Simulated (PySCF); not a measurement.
## Dipole response of P²⁺ (phosphorus, charge +2)

[Ne] 3s2 3p1, 2P determinant. All numbers are calculated (PySCF 2.14, no relativity, point nucleus, in aug-cc-pV(T+d)Z). Coupled (time-dependent) response in atomic units; α is the mean over directions.

| method | mean α (bohr³) | α xx, yy, zz | C₆ (like pair) | S(−4) |
| --- | --- | --- | --- | --- |
| UHF | 9.575 | 9.821, 9.084, 9.821 | 35.16 | 40.47 |
| PBE | 9.213 | 9.383, 8.874, 9.383 | 33.22 | 36.45 |
| PBE0 | 9.280 | 9.483, 8.875, 9.483 | 33.59 | 37.08 |
| revPBE | 9.304 | 9.485, 8.943, 9.485 | 33.69 | 37.36 |
| TPSS | 9.373 | 9.588, 8.942, 9.588 | 34.37 | 37.60 |

S(−4) is the Cauchy moment in α(ω) = α(0) + S(−4) ω² + …

α(iu) at revPBE:

```
u (hartree)  α(iu) (bohr³)
          0          9.304
     0.0500          9.212
      0.100          8.947
      0.200          8.031
      0.300          6.879
      0.500          4.758
      0.750          3.018
       1.00          2.031
       1.50          1.095
       2.00         0.6974
       3.00         0.3745
       5.00         0.1788
```

A single London oscillator, α(iu) = α/(1 + u²/ω²), gives C₆ = (3/4) ω α². Matching the computed C₆ needs ω = 4 × 33.69 / (3 × 9.304²) = 0.519 hartree.

For an ion, C₆ is the dispersion term alone; charge-induced terms of lower order in 1/R come first.

The components differ because the open shell of this determinant is not spherical; for a pure term their mean is the scalar polarisability.
